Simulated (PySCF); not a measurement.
# How methods differ on the ionisation energy of Kr¹⁶⁺

Kr¹⁶⁺ [Ar] 3d2 [3d3/2^2, M_J = 2] → Kr¹⁷⁺ [Ar] 3d1 [3d3/2^1, M_J = 3/2], as a difference of total energies. Calculation: PySCF 2.14, in an uncontracted even-tempered set (17 s from 1.5 bohr⁻², ratio 2.8; 12 p from 1.9 bohr⁻², ratio 2.8; 8 d from 1.9 bohr⁻², ratio 2.8; 4 f from 6.2 bohr⁻², ratio 3); the two-component X2C-1e Hamiltonian. Correlated levels: [Ne] frozen; the 76 highest virtual spinors dropped. "Screened" scales the spin-orbit matrix elements by Boettger's factors to mimic the two-electron term; Breit and QED terms are absent.

```json
{"method": "GHF (spin-free)", "ionisation energy (eV)": "590.48"}
{"method": "GMP2 (spin-free)", "ionisation energy (eV)": "590.63"}
{"method": "GHF (screened spin-orbit)", "ionisation energy (eV)": "590.81"}
{"method": "GMP2 (screened spin-orbit)", "ionisation energy (eV)": "590.96"}
```

Breit and QED terms and the two-electron picture change are absent.

The spin-free rows relax to the high-spin LS determinant and lack the spin-orbit shift.

The labels give the starting determinants; with spin-orbit coupling the two ends relaxed to ⟨J²⟩ = 6.75, ⟨L²⟩ = 11.64, ⟨S²⟩ = 1.88 and ⟨J²⟩ = 3.75, ⟨L²⟩ = 6.00, ⟨S²⟩ = 0.75.

The determinant of Kr¹⁶⁺ mixes levels of different J (the jj label is only the starting occupation), so the difference between spin-free and spin-orbit rows is not the physical spin-orbit shift.

For comparison: 591 ± 3 eV (theoretical estimate listed by NIST; NIST Atomic Spectra Database, ionization energies).
